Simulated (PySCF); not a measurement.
Molecule: `InChI=1S/C5H6ClF/c1-4-2-3-5(4,6)7/h1-3H2/t5-/m1/s1`.

Geometry (Å), atoms numbered from 1 in this order:
```xyz
13

C     1.7594   -0.8144    0.4785
C     0.5822   -0.3280    0.1472
C    -0.7857   -0.8997   -0.1304
C    -1.3420    0.5353   -0.2291
C     0.0829    1.0773   -0.0588
F     0.2561    1.9340    0.9889
Cl    0.7563    1.8823   -1.5046
H     1.9153   -1.8730    0.5992
H     2.6065   -0.1702    0.6417
H    -0.8397   -1.4635   -1.0599
H    -1.1960   -1.5037    0.6762
H    -1.9806    0.8258    0.6020
H    -1.8191    0.7981   -1.1687
```

Frames of a GFN2-xTB Langevin trajectory at 300 K; GIAO PBE0/pcSseg-1 shieldings in PySCF 2.14, gas phase, non-relativistic; equivalent atoms averaged within each frame.

Chemical shifts δ = σref − σ; TMS for ¹³C (σref 186.93), ¹H (σref 31.72); ¹⁹F (σref 170.95) vs CFCl3; ³⁵Cl (σref 949.78) vs HCl, all at this level. The references are static minima.

Q: How do the shifts (ppm) fluctuate along the trajectory?

A: 
```csv
time (fs),C2,C1,C5,C4,C3,F6,Cl7,H8,H9,H13
250,157.4,125.3,106.8,42.0,25.3,-113.9,325,6.25,6.02,3.74
425,153.6,130.3,120.7,44.4,23.4,-98.4,437,6.02,7.30,4.03
625,155.0,122.6,116.3,45.3,25.4,-105.1,320,5.86,6.27,3.03
800,163.5,136.8,125.0,48.8,30.9,-98.6,400,6.49,6.41,2.80
1000,167.7,114.4,108.1,37.6,21.5,-131.6,313,5.47,5.32,2.56
mean of frames,159.4,125.9,115.4,43.6,25.3,-109.5,359,6.02,6.26,3.23
standard deviation,6.0,8.4,7.9,4.2,3.5,13.9,56,0.39,0.72,0.63
```

5 frames give an uncertainty of the mean of about the standard deviation over 2.2 at best, since frames this close in time may not be independent; classical motion lacks zero-point vibration, and the reference would need the same averaging.
